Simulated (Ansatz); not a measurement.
A run for Ansatz (a program for electronic structure): R-SVWN5/def2-TZVPP on BH3OS (SMILES OBS), a point of a torsion scan.

Ansatz 0.2 input:
```yaml
crystal:
  periodic: [false, false, false]
  atoms:
    - {symbol: O, position_ang: [-1.15383730, -0.65943592, 0.05778859]}
    - {symbol: B, position_ang: [-0.13374584, 0.19087787, 0.12515881]}
    - {symbol: S, position_ang: [1.44755474, -0.47809564, 0.69319982]}
    - {symbol: H, position_ang: [-2.01309683, -0.34038652, -0.21431754]}
    - {symbol: H, position_ang: [-0.18347303, 1.31359524, -0.22920473]}
    - {symbol: H, position_ang: [2.22291040, 0.35790595, 0.01450442]}
basis:
  gaussian:
    orbitals: def2-TZVPP
hamiltonian:
  xc: {name: SVWN5}
scf: {lower_state_search: off}
```

The log:

```
WARN ansatz: RAYON_NUM_THREADS=1 ignored (pool sized by the plan → 1); use --threads N
Functional definition: SVWN5
these checks for a lower state are left out or cut short: stability, starts, cluster_reference, orbital_swaps, neighbouring_geometries, increment
integrals: 0.05 GiB planned
781 factors; their error is unknown
mean field: 0.40 GiB planned
mean field evaluation 1: about -13544.3640 eV, gradient 6.0e1 eV
mean field evaluation 2: about -13517.4636 eV, gradient 1.3e2 eV
mean field evaluation 4: about -13550.9534 eV, gradient 8.4e0 eV
mean field evaluation 8: about -13551.1185 eV, gradient 1.5e-1 eV
mean field evaluation 16: about -13551.1108 eV, gradient 1.9e-4 eV
mean field -13551.11082442 eV, -497.9941375246 hartree, gradient 5.9e-6 eV, S^2 0.000000; 0 other end points of the search recorded, 0 dependent functions left out
reference -13551.11085653 eV, -497.9941387045 hartree; 16, 16 occupied and 130, 130 virtual orbitals, 781 factors
Total energy: -13551.11085653 eV, -497.9941387045 hartree
Checks for a lower state left out: stability, starts, cluster_reference, orbital_swaps, neighbouring_geometries, increment
```

Self-consistency was reached.

Cost: around 0.9 core-seconds (rough).
